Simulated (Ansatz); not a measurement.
Program: Ansatz. Geometries: PBE0-D4/def2-TZVP. ΔE: electronic, gas phase. CBS: MP2 limit from def2 TZ/QZ plus the TZ coupled-cluster correction, frozen cores. DFT in def2-TZVPP. Each species was taken in one conformer, which may not be the lowest.

Consider the isomerisation: `NPB[SiH3]` → `BP(N)[SiH3]`.

Is it downhill or uphill in electronic energy at CCSD(T)/CBS, and by how much? (Estimate.)

Ansatz gave: Downhill: ΔE = -29.6 kJ/mol.

What do these levels give: revPBE-D4, BLYP-D4, CAM-B3LYP-D4, PBE, r2SCAN, PBE0, r2SCANh, BHLYP, LC-ωPBE, MP2/def2-SVP, SCS-MP2/def2-QZVPP, HF/CBS(def2)? (An estimate is asked.)

The calculation gave: revPBE-D4 -30.6, BLYP-D4 -31.6, CAM-B3LYP-D4 -30.1, PBE -25.8, r2SCAN -28.1, PBE0 -27.5, r2SCANh -28.5, BHLYP -31.5, LC-ωPBE -28.2, MP2/def2-SVP -28.4, SCS-MP2/def2-QZVPP -33.4, HF/CBS(def2) -37.4 kJ/mol.

Largest T1 diagnostic among the species: 0.017.

Leaving LDA and LC-ωPBE aside and taking each functional with its dispersion term where it has one, the values, not all of them listed here, spread over 6.5 kJ/mol, from BHLYP-D4 to PBE-D4. LDA lies +5.7 kJ/mol from PBE without D4. At CCSD(T), def2-SVP lies +5.6 kJ/mol from the extrapolated value and def2-TZVPP +1.5 kJ/mol. From BLYP to BHLYP (50 % exact exchange), in def2-TZVPP and without D4, ΔE moves by −3.3 kJ/mol.
